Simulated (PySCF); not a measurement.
**Two-component Hartree-Fock for V⁶⁺ (vanadium, charge +6)**

Start: [Ne] 3s2 3p5; 3p1/2 filled at m_j = +1/2; 3p3/2 filled at m_j = -3/2, -1/2, +1/2, +3/2. Calculated with PySCF 2.14 in an even-tempered Gaussian basis (20 s from 0.27 bohr⁻², ratio 2.4; 14 p from 0.35 bohr⁻², ratio 2.4; 5 d from 2.9 bohr⁻², ratio 2.6; 5 f from 4.4 bohr⁻², ratio 2.6): generalised Hartree-Fock with the X2C-1e Hamiltonian and a Gaussian nucleus; one run each with spin-orbit coupling (SO) screened by Boettger's factors, then bare. This is a chosen level, not necessarily the ground level.

```
spinor shell  electrons  ε, screened SO (eV)  ε, bare SO (eV)  weight of nominal j (bare SO)  rms radius, bare SO (bohr)
       1s1/2          2              -5631.7          -5631.7                          1.000                      0.0768
       2s1/2          2              -769.13          -769.13                          1.000                       0.332
       2p1/2          2              -661.70          -662.18                          0.998                       0.300
       2p3/2          4              -655.48          -655.26                          0.999                       0.302
       3s1/2          2              -184.63          -184.63                          0.999                       0.949
       3p1/2          1              -153.81          -153.88                          0.989                       0.983
       3p3/2          4              -150.98          -150.95                          0.993                       0.993
```

| quantity | screened SO | bare SO |
| --- | --- | --- |
| E (hartree) | -937.66683 | -937.66637 |
| M_J | 1/2 | 1/2 |
| ⟨J²⟩ | 0.811 | 0.801 |
| ⟨L²⟩ | 2.009 | 2.009 |
| ⟨S²⟩ | 0.753 | 0.753 |

Each row is a mean over spinors that exchange with the open shell spreads, by up to 3.442 eV (3s1/2).

⟨J²⟩ departs a little from M_J(M_J + 1) because the unrestricted spinors polarise the closed shells.
